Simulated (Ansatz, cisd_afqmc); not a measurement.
System: CH4Si, charge 0, singlet. A triplet may lie lower; no result for it is given here. CH4Si (SMILES [SiH]C).
B3LYP-D3(BJ)/def2-TZVP minimum from Ansatz (a quantum-chemistry and plane-wave program):
```
C
H 1 1.0899
H 1 1.0969 2 108.87
H 1 1.0969 2 108.87 3 -114.68
Si 1 1.9014 2 113.58 4 -122.66
H 5 1.5282 1 94.40 2 180.00
```
Charge 0, spin multiplicity 1.

Total energies in cc-pV(D+d)Z, 12 correlated electrons, 6 frozen orbitals. UHF or UKS for unpaired electrons; spin-orbit terms are left out. Correlated methods leave the cores frozen. No relativity. AFQMC is phaseless with a CISD trial state; ± is one standard error, without the phaseless bias. Outlying blocks are dropped, and bars are widened where a walk drifts. Over all cases where full CI ran beside it in this data, AFQMC minus full CI had a median of +0.1 mEh and passed +0.4 mEh in a tenth of the cases. The restricted determinant of CH4Si (C[SiH], singlet) is unstable towards broken spin symmetry in at least one set run.

```
method         program         energy (Eh)  minus CCSDTQ (mEh)
----------  ----------  ------------------  ------------------
HF              Ansatz          -329.07024              281.30
MP2             Ansatz          -329.30286               48.68
CCSD            Ansatz          -329.34294                8.60
CCSD(T)         Ansatz          -329.35021                1.33
CCSDT(Q)        Ansatz          -329.35154                0.01
CCSDTQ          Ansatz          -329.35154                0.00
AFQMC/CISD  cisd_afqmc  -329.3510 ± 0.0004           0.6 ± 0.4
```

Rough core times of Ansatz's runs on a shared machine: CCSD(T) under 20 s, CCSDT(Q) 30 s, CCSDTQ 30 min.
